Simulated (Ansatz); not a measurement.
Si₁₇OH₂₂, a nanocrystal with a defect cut from the lattice of silicon (double-bonded O in place of two caps). Total charge 0; singlet. Geometry r2SCAN-D4/def2-SVP.

```xyz
40

Si    2.4065    3.3275    1.5339
Si    0.7677    2.0032   -2.3147
Si    0.4051   -4.1169    0.4024
Si   -0.1727   -1.6268   -2.5614
Si    1.3850   -0.3785    0.7282
Si   -1.3218    2.3138    1.0002
Si   -2.3113   -1.4005    0.6432
Si   -2.9054    1.0715   -2.2386
Si    2.9327    1.0478    1.7785
Si    1.9524   -2.5856    1.3086
Si    1.4023   -0.1491   -1.6098
Si    0.1651    3.7736    2.0890
Si   -1.3040    2.5468   -1.3411
Si    0.3937   -3.8303   -1.9412
Si   -1.7433   -3.6060    1.2272
Si   -2.3114   -1.1409   -1.6950
Si   -0.7580    0.1015    1.5643
O     0.7223   -4.9621   -2.9481
H     3.3012    4.1318    2.4279
H     2.6660    3.7514    0.1235
H     0.5915    1.9671   -3.8031
H     1.8141    3.0222   -1.9925
H     0.7837   -5.5295    0.7266
H    -0.1710   -1.4941   -4.0536
H    -2.7198    2.5950    1.4720
H    -3.6850   -1.0793    1.1565
H    -2.9606    1.2227   -3.7283
H    -4.2601    1.3775   -1.6761
H     4.3089    0.7773    1.2513
H     2.9188    0.7116    3.2394
H     3.3261   -2.9039    0.8027
H     1.9584   -2.7105    2.8023
H     2.7674   -0.4963   -2.1271
H    -0.1630    5.1971    1.7561
H    -0.0039    3.5868    3.5665
H    -1.6692    3.9585   -1.6977
H    -2.7391   -4.5626    0.6468
H    -1.7505   -3.7580    2.7181
H    -3.2942   -2.1037   -2.2948
H    -0.7247   -0.0503    3.0579
```

Single mean-field runs in def2-SVP, def2-TZVP are fitted with def2-universal-jkfit.

Q: Estimate the orbital energies around the gap (eV) in Ansatz with PBE-D4/def2-SVP, PBE-D4/def2-TZVP, BLYP-D4/def2-TZVP, PBE0-D4/def2-SVP, PBE0-D4/def2-TZVP.

A: 
```json
{"orbital": "HOMO−5", "PBE-D4/def2-SVP": "-7.04", "PBE-D4/def2-TZVP": "-7.05", "BLYP-D4/def2-TZVP": "-6.87", "PBE0-D4/def2-SVP": "-8.12", "PBE0-D4/def2-TZVP": "-8.08"}
{"orbital": "HOMO−4", "PBE-D4/def2-SVP": "-6.97", "PBE-D4/def2-TZVP": "-6.98", "BLYP-D4/def2-TZVP": "-6.84", "PBE0-D4/def2-SVP": "-8.05", "PBE0-D4/def2-TZVP": "-8.02"}
{"orbital": "HOMO−3", "PBE-D4/def2-SVP": "-6.75", "PBE-D4/def2-TZVP": "-6.76", "BLYP-D4/def2-TZVP": "-6.62", "PBE0-D4/def2-SVP": "-7.80", "PBE0-D4/def2-TZVP": "-7.77"}
{"orbital": "HOMO−2", "PBE-D4/def2-SVP": "-6.74", "PBE-D4/def2-TZVP": "-6.74", "BLYP-D4/def2-TZVP": "-6.56", "PBE0-D4/def2-SVP": "-7.78", "PBE0-D4/def2-TZVP": "-7.71"}
{"orbital": "HOMO−1", "PBE-D4/def2-SVP": "-6.44", "PBE-D4/def2-TZVP": "-6.44", "BLYP-D4/def2-TZVP": "-6.29", "PBE0-D4/def2-SVP": "-7.44", "PBE0-D4/def2-TZVP": "-7.39"}
{"orbital": "HOMO", "PBE-D4/def2-SVP": "-5.68", "PBE-D4/def2-TZVP": "-5.79", "BLYP-D4/def2-TZVP": "-5.63", "PBE0-D4/def2-SVP": "-6.86", "PBE0-D4/def2-TZVP": "-6.90"}
{"orbital": "LUMO", "PBE-D4/def2-SVP": "-3.20", "PBE-D4/def2-TZVP": "-3.36", "BLYP-D4/def2-TZVP": "-3.16", "PBE0-D4/def2-SVP": "-2.54", "PBE0-D4/def2-TZVP": "-2.67"}
{"orbital": "LUMO+1", "PBE-D4/def2-SVP": "-2.30", "PBE-D4/def2-TZVP": "-2.47", "BLYP-D4/def2-TZVP": "-2.22", "PBE0-D4/def2-SVP": "-1.68", "PBE0-D4/def2-TZVP": "-1.79"}
{"orbital": "LUMO+2", "PBE-D4/def2-SVP": "-2.06", "PBE-D4/def2-TZVP": "-2.23", "BLYP-D4/def2-TZVP": "-2.00", "PBE0-D4/def2-SVP": "-1.42", "PBE0-D4/def2-TZVP": "-1.55"}
{"orbital": "LUMO+3", "PBE-D4/def2-SVP": "-2.04", "PBE-D4/def2-TZVP": "-2.22", "BLYP-D4/def2-TZVP": "-1.99", "PBE0-D4/def2-SVP": "-1.40", "PBE0-D4/def2-TZVP": "-1.54"}
{"orbital": "LUMO+4", "PBE-D4/def2-SVP": "-1.95", "PBE-D4/def2-TZVP": "-2.12", "BLYP-D4/def2-TZVP": "-1.89", "PBE0-D4/def2-SVP": "-1.28", "PBE0-D4/def2-TZVP": "-1.41"}
{"orbital": "LUMO+5", "PBE-D4/def2-SVP": "-1.82", "PBE-D4/def2-TZVP": "-2.01", "BLYP-D4/def2-TZVP": "-1.81", "PBE0-D4/def2-SVP": "-1.13", "PBE0-D4/def2-TZVP": "-1.29"}
```
